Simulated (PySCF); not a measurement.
## Bromine: a sound run and one with changed settings

Sound run: Br⁺ [Ar] 3d10 4s2 4p4, Br²⁺ [Ar] 3d10 4s2 4p3. All numbers are calculated (PySCF 2.14, scalar relativity through the core potential, in cc-pVDZ-PP with ECP10MDF (4s3p2d, 23 functions)). In the sound run the correlated levels freeze 3s2 3p6 3d10 outside the core potential. The sound run starts from symmetry-adapted Hartree-Fock orbitals and uses a fine grid where one is needed.

Changed run: initial guess minao, at most 50 SCF cycles.

```
species   method  sound run (hartree)  changed run (hartree)  converged
    Br⁺      UHF           -415.07864             -415.07864        yes
    Br⁺   r2SCAN           -416.23385             -416.23385        yes
    Br⁺  CCSD(T)           -415.16727             -415.16727        yes
   Br²⁺     PBE0           -415.54706             -415.54706        yes
   Br²⁺      MP2           -414.39464             -414.39464        yes
```

Here the plain start reaches the same solutions.
